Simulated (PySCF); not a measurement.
# Dipole moment and polarisability of `FC1(F)C=CCN[SiH2]1`

Species: C₄H₇F₂NSi.
Geometry (GFN2-xTB, Å), atoms numbered from 1 in this order:
```
atom  x, y, z in Å
F1     2.025   -0.187   -1.336
C2     1.521    0.072   -0.076
F3     2.646    0.329    0.676
C4     0.863   -1.160    0.449
C5    -0.440   -1.384    0.426
C6    -1.530   -0.496   -0.078
N7    -1.110    0.808   -0.546
Si8    0.350    1.597   -0.132
H9     1.539   -1.904    0.850
H10   -0.813   -2.325    0.812
H11   -2.030   -1.021   -0.905
H12   -2.272   -0.396    0.730
H13   -1.898    1.361   -0.845
H14    0.697    2.483   -1.235
H15    0.447    2.232    1.189
```

Level: CAM-B3LYP/def2-SVPD (PySCF), static field, nuclei fixed, core orbitals frozen in the response. The polarisability tensor in these axes (au):

```
x   88.16  4.25  1.38
y    4.25 80.58 -3.70
z    1.38 -3.70 65.68
```

Problem. Give the principal values, the mean and the anisotropy Δα = √{½[(α1 − α2)² + (α2 − α3)² + (α1 − α3)²]}.

Solution. Principal values 64.58, 79.78 and 90.07 au; mean 78.14 au = 11.58 Å³ = 12.88 × 10⁻⁴⁰ C²·m²/J; Δα = 22.21 au (28 % of the mean).

Problem. What is the dipole moment, and where does it point?

Solution. (-4.07, -0.12, 0.73) D, 4.14 D in size, pointing from the negative to the positive side. Measured along this direction, the outermost atoms are F3 at the negative end and H12 at the positive end.

Problem. In a dilute gas of rigid molecules at 500 K, how does the orientational term μ²/3kT compare with the electronic polarisability?

Solution. In Gaussian units μ²/3kT = 82.64 Å³ against 11.58 Å³, a ratio of 7.14; the Debye molar polarisation (4π/3)N_A(α + μ²/3kT) is 237.7 cm³/mol, leaving out the vibrational part.

Problem. Find the Langevin capture rate constant for H3O+ (19.018 u) meeting this molecule (135.032 u), k = 2.342 × 10⁻⁹ cm³/s × √(α in Å³ / reduced mass in u).

Solution. The reduced mass is 16.67 u, so k = 1.95 × 10⁻⁹ cm³/s. The formula leaves out the permanent dipole, which adds to the capture rate.

Problem. Give the principal axes and the span of the nuclei along them.

Solution. Largest value along (0.91, 0.41, -0.01), where the nuclei span 4.80 Å; middle along (-0.40, 0.88, -0.27), 4.74 Å; least along (-0.10, 0.25, 0.96), 3.20 Å. 

Problem. Traceless (Buckingham) quadrupole moment about the centre of nuclear charge: eigenvalues?

Solution. -7.83, 0.74, 7.09 D·Å. The values depend on the origin, since the dipole doesn't vanish. The electronic extent ⟨r²⟩ about the same centre is 1030 bohr², a root-mean-square distance of 2.03 Å for the 70 electrons.

Geometry: GFN2-xTB, one conformer, isolated molecule.
